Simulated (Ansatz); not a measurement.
Ansatz (a program for electronic structure) input:

Ansatz 0.2 input:
```yaml
crystal:
  periodic: [false, false, false]
  atoms:
    - {symbol: Sr, position_ang: [-0.11955528, -0.42421036, -0.45772229]}
    - {symbol: F, position_ang: [0.12207594, 1.64112377, 0.30935921]}
    - {symbol: F, position_ang: [0.38271300, 0.14998662, 1.62324603]}
basis:
  gaussian:
    orbitals: def2-TZVP
hamiltonian:
  xc: b3lyp
  dispersion: d3bj
total_charge: 1
magnetization: {spin_polarized: true, initial_magnetization: 1}
phonons: {temperatures: {t_min: 298.15, t_max: 298.15, t_step: 100}}
```

Q: Which total energy does the run end on?

A: -230.27465 Eh (B3LYP-D3(BJ)/def2-TZVP). The basis has 95 functions.
